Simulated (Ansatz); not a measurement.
Basis-set extrapolation for C₅H₃F₇, SMILES `F[C@@H]1[C@@H](F)C(F)(F)C(F)(F)[C@H]1F` (PBE0-D4/def2-TZVP geometry, frozen core, Ansatz 0.2.0). Multiplicity 1, RHF reference.

```tsv
	def2-TZVPP	def2-QZVPP
HF	-887.517300	-887.554328
MP2 correlation	-2.519309	-2.740943
CCSD(T) correlation	-2.631903	not run
```

Energies in hartree. Use E(X) = E(∞) + A·exp(−7.88·√X) for Hartree–Fock and E(X) = E(∞) + B·X^(−2.97) for correlation, with X = 3 and 4, and add CCSD(T) minus MP2 of the smaller set to the MP2 limit.

Problem. What is the CCSD(T) energy at the basis-set limit?

Solution. HF limit: -887.554328 + (-0.037028) × 0.13774 = -887.55943. MP2 limit: -2.740943 + (-0.221634) × 0.74074 = -2.90512. Higher-order term: -2.631903 − (-2.519309) = -0.11259. Total: -890.57714 hartree, 1123.5 kJ/mol below CCSD(T)/def2-TZVPP.
